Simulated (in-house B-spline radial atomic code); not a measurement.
Configurations of Er⁶⁺, with energies counted from [Kr] 4d10 4f10 5s2 5p4. Computed with a B-spline radial code for spherical atoms: scalar-relativistic (X2C) TPSSh, spin-polarised, spherical fractional occupations, exact exchange averaged over the configuration, Fermi nucleus of rms radius 5.2516 fm. Shells without spins written out take the highest spin.

Occupations are held fixed; configurations that lie above the ionisation limit could autoionise.

```
             configuration  E - E(ref) (eV)  highest orbital  its <r> (bohr)
     [Kr] 4d10 4f9 5s2 5p5          -11.142          4f down          0.6934
[Kr] 4d10 4f10 5s2 5p3 5d1           32.664            5d up           1.629
[Kr] 4d10 4f10 5s2 5p3 6p1            55.48            6p up           2.673
 [Kr] 4d10 4f9 5s2 5p4 5f1           57.222            5f up           2.441
 [Kr] 4d9 4f10 5s2 5p4 6p1           214.12            6p up            2.65
```

(1) Order these further configurations by energy, lowest first.
A. [Kr] 4d10 4f10 5s2 5p3 5f1
B. [Kr] 4d10 4f9 5s2 5p4 5d1
C. [Kr] 4d9 4f10 5s2 5p5
D. [Kr] 4d9 4f11 5s2 5p4
E. [Kr] 4d10 4f10 5s2 5p3 6s1

(2) How far above the reference does [Kr] 4d10 4f11 5s2 5p3 lie?

(3) Is the reference the lowest configuration at this level of theory?

Results:

(1) B (23.593 eV), E (46.003 eV), A (65.717 eV), C (155.56 eV), D (166.13 eV).

(2) 13.8 eV; its least bound orbital is 4f down with <r> = 0.7251 bohr.

(3) No: [Kr] 4d10 4f9 5s2 5p5 lies 11.14 eV lower with this functional.
